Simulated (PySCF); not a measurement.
# Electron correlation in Kr²⁺ (krypton, charge +2)

[Ar] 3d10 4s2 4p4, high-spin 3P determinant. Calculation: PySCF 2.14, in jorge-DZP-DKH; the spin-free X2C one-electron Hamiltonian (Gaussian nucleus). Frozen: [Ar] 3d10; 6 electrons correlated.

MP2 pair energies summed by pair of shells (mhartree):

```json
{"pair": "4s-4p", "energy": "-18.50", "share (%)": "51.8"}
{"pair": "4p-4p", "energy": "-12.98", "share (%)": "36.3"}
{"pair": "4s-4s", "energy": "-4.26", "share (%)": "11.9"}
```

Total MP2 correlation energy: -35.74 mhartree.

Same-spin part -7.41 and opposite-spin part -28.33 mhartree; SCS-MP2 scales them by 1/3 and 6/5 to -36.47 mhartree.

| level | correlation energy (mhartree) |
| --- | --- |
| CCSD | -41.58 |
| (T) | -0.28 |
| CCSD(T) | -41.86 |

Diagnostics: T1 = 0.0012, D1 = 0.0030, largest double amplitude 0.027.

Problem. Is a single reference adequate?

Solution. Yes, within this model without spin-orbit coupling: T1 lies below 0.03 and no double amplitude reaches 0.07.
